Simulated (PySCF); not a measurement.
**Deuteron quadrupole couplings in `C[P-]Cc1ccccc1`**

Compound: C8H10P (charge -1).
Z-matrix (Å and degrees, GFN2-xTB geometry), rows numbered from 1:
```
C 
P   1  1.8644
C   2  1.9082  1   93.41
C   3  1.4713  2  109.20  1   179.92
C   4  1.3934  3  121.06  2    88.63
C   5  1.3823  4  121.13  3  -178.17
C   6  1.3853  5  120.32  4     0.05
C   7  1.3853  6  119.23  5     0.75
C   8  1.3822  7  120.32  6    -0.69
H   1  1.0891  2  107.21  3   180.00
H   1  1.0935  2  111.35  3   -60.94
H   1  1.0935  2  111.34  3    60.93
H   3  1.0957  2  107.62  1   -58.79
H   3  1.0958  2  107.61  1    58.63
H   5  1.0812  4  118.79  3     1.10
H   6  1.0838  5  119.90  4   179.89
H   7  1.0833  6  120.38  5  -179.77
H   8  1.0838  7  119.79  6   179.23
H   9  1.0811  4  118.78  3    -0.99
```

Level: PBE0/pcSseg-1 (PySCF, non-relativistic); Q(2H) = 0.00286 b; rigid geometry, the same for H and D, with no vibrational averaging.

Task: Rank these positions by the coupling χzz of a deuteron there, largest first.
A. H13 (methylene hydrogen)
B. H15 (aromatic hydrogen)
C. H11 (methyl hydrogen)

Result: B (221 kHz), C (213 kHz), A (207 kHz).

Task: Give the electric field gradient Vzz (the principal value of largest size), its asymmetry and the 2H coupling at each hydrogen.

Result: 
```tsv
atom	bonded to	bond length (Å)	Vzz (au)	η	χzz (kHz)
H10	C1	1.089	0.3271	0.02	220
H11	C1	1.094	0.3175	0.03	213
H12	C1	1.094	0.3175	0.03	213
H13	C3	1.096	0.3084	0.07	207
H14	C3	1.096	0.3083	0.07	207
H15	C5	1.081	0.3291	0.07	221
H16	C6	1.084	0.3282	0.07	221
H17	C7	1.083	0.3301	0.07	222
H18	C8	1.084	0.3282	0.07	221
H19	C9	1.081	0.3292	0.07	221
```

Task: How does χzz go with the bond length over the 10 C–H bonds?

Result: A straight-line fit has a slope of -9.0 kHz for each 0.01 Å, with a correlation coefficient of -0.93, over lengths from 1.081 to 1.096 Å. The longer bonds have the smaller couplings here.

Task: A static deuteron (I = 1) shows a doublet split by (3/2)χ, (3/4)χ(1 + η) and (3/4)χ(1 − η) with the field along z, y and x of the gradient. What are these for H18?

Result: With |χ| = 220.5 kHz and η = 0.068: 331, 177 and 154 kHz, to first order and without motion.

One conformer (not necessarily the lowest) at the GFN2-xTB geometry, without solvent, vibrations or thermal averaging. The pcSseg-1 basis has no diffuse functions, a weakness for an anion. The HOMO energy is positive at this level (+1.10 eV), so the outermost electrons may be held by the finite basis alone. GFN2-xTB bond lengths can be off by several hundredths of an ångström, more for odd bonds, and the gradients follow them. A larger basis could move these couplings by a tenth or more.
